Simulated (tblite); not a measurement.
Species: C3H7BBrN.
Numbering: `[CH:1]#[C:2][B@@H-:3]([Br:4])[NH2+:5][CH3:6]` (hydrogens: H7 on C1; H8 on B3; H9, H10 on N5; H11, H12, H13 on C6)
Bond orders are those of one Lewis drawing.

Computed with GFN2-xTB (tblite), gas phase: L-BFGS steps from a force-field or distance-geometry start until the largest atomic force falls under 0.01 eV/Å.

Step 22: E = -495.3052 eV
```
atom  x, y, z in Å  |  force x, y, z in eV/Å
C1      2.3933   -1.1919   -0.3190    0.033  -0.038  -0.034
C2      1.6118   -0.3222   -0.0470   -0.032   0.033   0.044
B3      0.6671    0.8421    0.2972   -0.008   0.082  -0.022
Br4     1.1637    2.5386   -0.7059    0.009  -0.040   0.034
N5     -0.8047    0.4981   -0.3508    0.031   0.035  -0.014
C6     -1.5310   -0.5700    0.3327   -0.022  -0.013   0.013
H7      3.0763   -1.9538   -0.5584    0.015  -0.027  -0.002
H8      0.5145    1.0639    1.4546    0.020   0.024  -0.036
H9     -1.3407    1.3678   -0.3422    0.004  -0.026  -0.002
H10    -0.6426    0.2519   -1.3288   -0.002   0.020   0.024
H11    -2.4937   -0.7626   -0.1387   -0.044  -0.037  -0.007
H12    -0.9299   -1.4771    0.3182    0.016  -0.007  -0.016
H13    -1.6887   -0.2842    1.3705   -0.019  -0.007   0.017
```

Step 23: E = -495.3058 eV
```
atom  x, y, z in Å  |  force x, y, z in eV/Å
C1      2.3922   -1.1918   -0.3207    0.018  -0.018  -0.021
C2      1.6147   -0.3195   -0.0446   -0.025   0.002   0.046
B3      0.6690    0.8438    0.2992   -0.004   0.096  -0.031
Br4     1.1647    2.5360   -0.7110    0.009  -0.027   0.025
N5     -0.8024    0.4983   -0.3466   -0.010   0.006  -0.013
C6     -1.5321   -0.5716    0.3318   -0.022  -0.020   0.014
H7      3.0734   -1.9550   -0.5605    0.019  -0.028  -0.006
H8      0.5176    1.0736    1.4545    0.020   0.008  -0.017
H9     -1.3405    1.3662   -0.3386    0.005  -0.009   0.004
H10    -0.6404    0.2536   -1.3245    0.008   0.015   0.001
H11    -2.4934   -0.7645   -0.1433   -0.031  -0.020  -0.008
H12    -0.9328   -1.4799    0.3171    0.027  -0.001  -0.013
H13    -1.6944   -0.2886    1.3696   -0.014  -0.004   0.019
```

**Question.** Estimate the geometry and energy of step 24. (The exact step hangs on the optimiser's Hessian estimate; all steps are aligned on step 23, rigid shifts and turns removed.)

**Answer.** E = -495.3063 eV, largest force 0.076 eV/Å
```
atom  x, y, z in Å  |  force x, y, z in eV/Å
C1      2.3914   -1.1918   -0.3224   -0.005   0.010  -0.005
C2      1.6168   -0.3177   -0.0418   -0.008  -0.029   0.036
B3      0.6707    0.8467    0.3003    0.009   0.069  -0.030
Br4     1.1655    2.5335   -0.7147    0.012  -0.007   0.011
N5     -0.8007    0.4984   -0.3434   -0.042  -0.020  -0.006
C6     -1.5334   -0.5731    0.3312   -0.015  -0.020   0.009
H7      3.0714   -1.9565   -0.5623    0.010  -0.018  -0.006
H8      0.5203    1.0815    1.4541    0.017   0.001  -0.001
H9     -1.3403    1.3649   -0.3357   -0.001   0.011   0.009
H10    -0.6385    0.2553   -1.3211    0.014   0.007  -0.018
H11    -2.4938   -0.7664   -0.1470   -0.010  -0.004  -0.003
H12    -0.9346   -1.4820    0.3159    0.029   0.006  -0.009
H13    -1.6993   -0.2923    1.3692   -0.009  -0.005   0.013
```

The energy changes by -0.0005 eV. The first-order estimate −F·Δx gives -0.0006 eV and the mean of the old and new forces, exact on a quadratic surface, -0.0004 eV. The step makes an angle of 74° with the force vector and moves no atom by more than 0.008 Å.

The cost below is that of the whole relaxation. The run took 0.59 s on one thread of an Arm Neoverse N1, shared host with 64 logical CPUs at a one-minute load of 58.
